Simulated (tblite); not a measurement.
C₈H₁₄Ge.
Bonds: C1–C2 (double), C2–C3, C3–C4, C4–C5, C5–C6, C2–C7, C7–Ge8, Ge8–C9, C1–C9, C3–C6. Hydrogens: H10 on C1; H11 on C3; H12, H13 on C4; H14, H15 on C5; H16, H17 on C6; H18, H19 on C7; H20, H21 on Ge8; H22, H23 on C9.

Computed with GFN2-xTB (tblite), gas phase: L-BFGS steps from a force-field or distance-geometry start until the largest atomic force falls under 0.01 eV/Å.

Step 0: E = -710.4969 eV
```
atom  x, y, z in Å  |  force x, y, z in eV/Å
C1      0.8125    0.2383   -1.1712   -0.562   1.659  -4.602
C2      0.4093   -0.2245   -0.0625   -2.383  -2.397   2.972
C3     -1.0119   -0.7664    0.1441    1.886   1.300   0.559
C4     -2.0379   -0.1621   -0.7754   -1.924  -0.833  -0.756
C5     -2.9105    0.2172    0.4411    0.244   1.724  -1.089
C6     -1.6379    0.0907    1.2471   -0.477  -0.811   1.954
C7      1.3348   -0.2747    1.0992    0.404  -0.943   0.798
Ge8     3.0386   -0.2136    0.1279    0.941   0.280   0.547
C9      2.1833    0.7465   -1.3457    0.749   0.117  -0.404
H10     0.1058    0.2834   -2.0625    1.062  -0.048   0.987
H11    -1.0314   -1.8484    0.3065   -0.087   0.291  -0.095
H12    -2.5816   -0.8939   -1.4146    0.695   0.812  -0.285
H13    -1.6905    0.7647   -1.2302   -0.127  -0.543  -0.451
H14    -3.6832   -0.5220    0.6067   -0.131   0.309   0.348
H15    -3.2449    1.2930    0.3699   -0.430  -1.303   0.266
H16    -1.7995   -0.4271    2.2227    0.496   0.718  -0.340
H17    -1.1420    1.0767    1.3191   -0.211  -0.723   0.347
H18     1.2290    0.5933    1.7729   -0.111  -0.539  -0.155
H19     1.2171   -1.2426    1.6602   -0.151   1.034  -0.174
H20     3.5435   -1.6063   -0.2626    0.036   0.395   0.154
H21     4.0744    0.6716    0.8398    0.054  -0.436  -0.130
H22     2.2802    1.8496   -1.2355   -0.109  -0.687  -0.355
H23     2.5381    0.3836   -2.3141    0.134   0.627  -0.096
```

Question: Estimate the geometry and energy of step 1. (The exact step hangs on the optimiser's Hessian estimate; all steps are aligned on step 0, rigid shifts and turns removed.)

Answer: E = -710.7992 eV, largest force 4.110 eV/Å
```
atom  x, y, z in Å  |  force x, y, z in eV/Å
C1      0.8045    0.2620   -1.2369   -1.129  -1.140   3.404
C2      0.3753   -0.2587   -0.0200    1.613   1.153  -3.600
C3     -0.9850   -0.7479    0.1521   -0.765   0.108   0.560
C4     -2.0654   -0.1740   -0.7862   -0.015   0.298   0.215
C5     -2.9071    0.2418    0.4256    0.085  -0.231  -0.176
C6     -1.6447    0.0791    1.2750   -0.425   0.182   0.089
C7      1.3406   -0.2882    1.1106    0.256  -0.349   0.146
Ge8     3.0520   -0.2096    0.1357    0.331   0.194   0.254
C9      2.1940    0.7482   -1.3515    0.213  -0.182  -0.242
H10     0.1210    0.2827   -2.0484   -0.107   0.084  -0.593
H11    -1.0326   -1.8442    0.3052   -0.085   0.511  -0.056
H12    -2.5717   -0.8823   -1.4187    0.166   0.092  -0.682
H13    -1.6923    0.7570   -1.2367   -0.268  -0.717  -0.437
H14    -3.6851   -0.5176    0.6117    0.172   0.697   0.218
H15    -3.2510    1.2744    0.3737   -0.553  -0.328   0.137
H16    -1.7924   -0.4168    2.2178    0.218   0.157   0.528
H17    -1.1450    1.0663    1.3240   -0.204  -0.677   0.488
H18     1.2274    0.5856    1.7707   -0.062  -0.444  -0.051
H19     1.2149   -1.2278    1.6577   -0.102   0.342   0.302
H20     3.5440   -1.6007   -0.2604    0.078   0.355   0.151
H21     4.0752    0.6653    0.8380    0.183  -0.310  -0.029
H22     2.2786    1.8398   -1.2405    0.019  -0.327  -0.298
H23     2.5400    0.3926   -2.3155    0.384   0.532  -0.326
```

The energy changes by -0.3022 eV. The first-order estimate −F·Δx gives -1.1168 eV and the mean of the old and new forces, exact on a quadratic surface, -0.3409 eV. The step makes an angle of 0° with the force vector and moves no atom by more than 0.070 Å.

The cost below is that of the whole relaxation. The run took 1.2 s on one thread of an Arm Neoverse V1, shared host.
